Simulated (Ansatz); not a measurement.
A run for Ansatz (a program for electronic structure): R-CCSD(T)/aug-cc-pVTZ on CH2O2 (a complex), monomers drawn apart or pushed together.

Ansatz 0.2 input:
```yaml
crystal:
  periodic: [false, false, false]
  atoms:
    - {symbol: O, position_ang: [0.29613357, -0.40781588, -0.45556961]}
    - {symbol: H, position_ang: [0.14804266, -0.30083152, 0.49153528]}
    - {symbol: H, position_ang: [0.36417934, 0.48595779, -0.80543527]}
    - {symbol: C, position_ang: [-0.21430151, 0.02718593, 4.64652468]}
    - {symbol: O, position_ang: [-0.26434261, 0.02835466, 5.76843995]}
basis:
  gaussian:
    orbitals: aug-cc-pVTZ
magnetization: {spin_polarized: false}
correlation: {method: ccsd_t, electrons: outside_noble_gas}
scf: {lower_state_search: off}
```

Problem. Give the final energy of this run.

Solution. -189.5047 hartree (reference determinant -188.8425, T1 diagnostic 0.015).

Problem. How many basis functions does it have, and what does it roughly cost on one machine?

Solution. 184 functions; roughly 50 core-seconds.
